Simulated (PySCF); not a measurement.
# Computed properties of SiFCl2Br, SMILES F[Si](Cl)(Cl)Br

SiFCl2Br, SMILES Cl[Si](Br)(Cl)F. Geometry: ωB97X-D3(BJ)/def2-SVP. Other conformers were not sampled. All values are computed for the isolated molecule unless a solvent is named; none is compared with measurement here.

**Structure.** The optimised structure has Cs symmetry. All 9 harmonic modes at ωB97X-D3(BJ)/def2-SVP (PySCF) are real, so it is a minimum. With heavy atoms numbered as in [F:1][Si:2]([Cl:3])([Cl:4])[Br:5], the shortest bond between them is F1–Si2 at 1.606 Å and the longest Si2–Br5 at 2.174 Å.

**Vibrations.** The strongest infrared lines (harmonic, unscaled, degenerate partners summed) lie at 610 cm⁻¹ (240 km/mol, Si 70 %, Cl 24 %), 663 cm⁻¹ (227 km/mol, Si 68 %, Cl 32 %), 948 cm⁻¹ (142 km/mol, F 55 %, Si 45 %). The softest mode is at 137 cm⁻¹ and the zero-point energy is 5.2 kcal/mol.

**Electronic structure.** ωB97X/def2-TZVP (PySCF) places the frontier levels at -11.55 and 1.48 eV, a gap of 13.03 eV, and gives a dipole moment of 0.72 D and a mean polarisability of 61.8 bohr³. PBE/def2-TZVP (PySCF) at the same geometry gives -7.84 and -1.72 eV, so its gap is 6.91 eV narrower. An orbital gap is neither the optical nor the fundamental gap.

**Excitations.** TDA-ωB97X/def2-SVPD (PySCF) has S1 at 7.26 eV (171 nm, f = 0.014, weak); the most intense of the 10 singlets computed lies at 8.62 eV (f = 0.07). T1 (TDA) is at 6.69 eV, 0.57 eV under S1. TDA-PBE/def2-SVPD (PySCF) puts S1 at 6.12 eV. No vertical singlet excitation falls in the visible range (under 3.1 eV).

**NMR.** GIAO shifts at PBE0/pcSseg-1 (PySCF) (non-relativistic, atoms alike by connectivity averaged): ²⁹Si at 5.6 ppm against TMS; ¹⁹F at -85.1 ppm against CFCl3. Without spin–orbit terms, shifts of atoms bonded to Cl or Br come out too high.

**Solvation.** SMD-M06-2X/6-31G* (PySCF) gives 0.4 kcal/mol in water, -3.8 kcal/mol in acetone, -3.8 kcal/mol in methanol (1 M in both phases, gas-phase geometry).
